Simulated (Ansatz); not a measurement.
Cost and result for the atomization energy of C$_{8}$H$_{16}$O$_{2}$ (`CC(C)COC(=O)C(C)C`) (26 atoms, 25 bonds).

Z-matrix (Å, degrees):
```
C
C 1 1.521
H 1 1.091 2 111.4
H 1 1.093 2 110.9 3 -120.5
H 1 1.095 2 110.6 3 120.1
C 2 1.513 1 111.5 3 -57.9
C 2 1.522 1 111.4 3 179.8
H 2 1.097 1 108.6 3 60.3
O 6 1.429 2 108.6 1 61.7
H 6 1.094 2 111.5 1 -178.3
H 6 1.095 2 111.2 1 -58.4
H 7 1.093 2 111.7 1 -178.1
H 7 1.094 2 110.9 1 61.6
H 7 1.092 2 110.8 1 -57.8
C 9 1.339 6 116.1 2 -177.1
O 15 1.202 9 123.3 6 -0.1
C 15 1.511 9 111.7 6 179.8
C 17 1.525 15 110.8 9 -62.6
C 17 1.525 15 110.9 9 61.9
H 17 1.092 15 104.7 9 179.7
H 18 1.092 17 111.5 15 -55.9
H 18 1.092 17 110.8 15 64.8
H 18 1.092 17 110.0 15 -175.7
H 19 1.092 17 110.0 15 176.0
H 19 1.092 17 111.5 15 56.2
H 19 1.092 17 110.8 15 -64.4
```

Total charge 0; spin multiplicity 1. The structure was optimised at the PBE0-D4/def2-TZVP level. It is one conformer, not always the lowest. Program: Ansatz. All runs use 4 threads of an AMD EPYC 7R13 on a shared host and a share of an NVIDIA H100 80 GB. Times are those of one run each, without the atoms' runs, and a repeat can differ threefold. Electronic energies, without spin–orbit coupling; frozen cores. CCSD(T)/CBS adds CCSD(T) − MP2 in def2-TZVPP to the MP2 limit, and its time is that of the two runs behind it. T1 = 0.012. HSE06 is the plane-wave form, built on full-range PBE exchange.

CCSD(T)/CBS is a level of theory with its own doubt, some kJ/mol a heavy atom from the limit and from the frozen cores, so smaller differences don't rank the functionals.

| level | functions | wall time |
| --- | --- | --- |
| LDA (SPW92)/def2-TZVPP | 534 | 2.1 s |
| BHLYP-D4/def2-TZVPP | 534 | 2.2 s |
| CAM-B3LYP-D4/def2-TZVPP | 534 | 2.3 s |
| PBE-D4/def2-TZVPP (with forces) | 534 | 2.7 s |
| HSE06-D4/def2-TZVPP | 534 | 3.7 s |
| CCSD(T)/def2-SVP | 220 | 3.8 s |
| r2SCAN-D4/def2-TZVPP (with forces) | 534 | 4 s |
| ωB97M-V/def2-TZVPP (with forces) | 534 | 4.6 s |
| B97M-V/def2-TZVPP | 534 | 5 s |
| B2PLYP/def2-TZVPP | 534 | 5.5 s |
| MP2/def2-QZVPP | 1050 | 7 s |
| CCSD(T)/def2-TZVPP | 534 | 65 s |
| CCSD(T)/CBS(def2) | – | 72 s |

Problem. What atomization energy does each give, and how far from CCSD(T)/CBS? (Best estimate.)

Solution. Computed: 
```tsv
level	atomization (kcal/mol)	difference from CCSD(T)/CBS	per bond
LDA (SPW92)/def2-TZVPP	2938.4	375.4	15.0
BHLYP-D4/def2-TZVPP	2494.0	-69.0	-2.8
CAM-B3LYP-D4/def2-TZVPP	2577.5	14.5	0.6
PBE-D4/def2-TZVPP (with forces)	2624.4	61.4	2.5
HSE06-D4/def2-TZVPP	2584.6	21.6	0.9
CCSD(T)/def2-SVP	2469.4	-93.6	-3.7
r2SCAN-D4/def2-TZVPP (with forces)	2573.2	10.2	0.4
ωB97M-V/def2-TZVPP (with forces)	2571.9	8.9	0.4
B97M-V/def2-TZVPP	2567.7	4.7	0.2
B2PLYP/def2-TZVPP	2539.4	-23.6	-0.9
MP2/def2-QZVPP	2578.8	15.8	0.6
CCSD(T)/def2-TZVPP	2506.9	-56.1	-2.2
CCSD(T)/CBS(def2)	2563.0	0.0	0.0
```

At CCSD(T), def2-SVP lies −93.6 kcal/mol from the extrapolated value and def2-TZVPP −56.1 kcal/mol: correlation converges slowly with the basis, and small sets miss more of it in the bonded molecule than in its fragments. From r2SCAN to r2SCAN0 (25 % exact exchange), in def2-TZVPP and without D4, the atomization energy moves by −33.1 kcal/mol: exact exchange takes away binding that semilocal exchange gives to molecules. The D4 term adds +21.5 kcal/mol with B3LYP and +11.7 kcal/mol with PBE0; it sums over pairs of atoms, weighted by their polarisabilities, and B3LYP, whose exchange is more repulsive, gets the larger term.

B3LYP here is the variant with VWN-RPA as its local correlation; programs differ in this.
